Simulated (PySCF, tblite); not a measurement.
C7H6N3S (charge -1).
Z-matrix (Å and degrees, GFN2-xTB geometry), rows numbered from 1:
```
C 
S   1  1.8176
C   2  1.7854  1  101.64
C   3  1.3780  2  117.84  1   152.95
C   4  1.4011  3  121.65  2   178.34
C   5  1.3739  4  121.68  3     0.24
C   6  1.3938  5  117.64  4    -0.12
N   7  1.3509  6  132.52  5  -179.71
N   8  1.3088  7  107.16  6   179.61
N   9  1.3142  8  113.46  7    -0.06
C  10  1.3526  9  106.92  8    -0.02
H   1  1.0881  2  109.05  3   -85.89
H   1  1.0861  2  107.54  3   154.53
H   1  1.0925  2  107.27  3    34.47
H   4  1.0824  3  118.78  2    -1.45
H   5  1.0844  4  118.32  3   179.95
H   6  1.0822  5  121.66  4   179.92
```

Jobs on this species (17 atoms, 86 electrons) with PySCF (density fitting) and tblite. Hardware of each: one thread, Arm Neoverse V2 (aarch64), on a shared host. Other jobs ran on the host; a repeat could differ by tens of per cent or more.

```csv
level and settings,work,basis functions,SCF cycles,wall time
GFN2-xTB,Hessian by finite differences,–,–,0.59 s
PBE0/pcSseg-1,"shieldings, ring-centre shieldings, charges and field gradients",224,?,?
GFN2-xTB,L-BFGS relaxation,–,–,0.51 s
```

Q: Fill in the missing figures.

A: 
- PBE0/pcSseg-1; shieldings, ring-centre shieldings, charges and field gradients: 35 s, 15 SCF cycles

Q: What do all jobs in the table cost together?

A: About 36 s; the longest takes about 97 % of that, and about 69 times as long as the shortest.
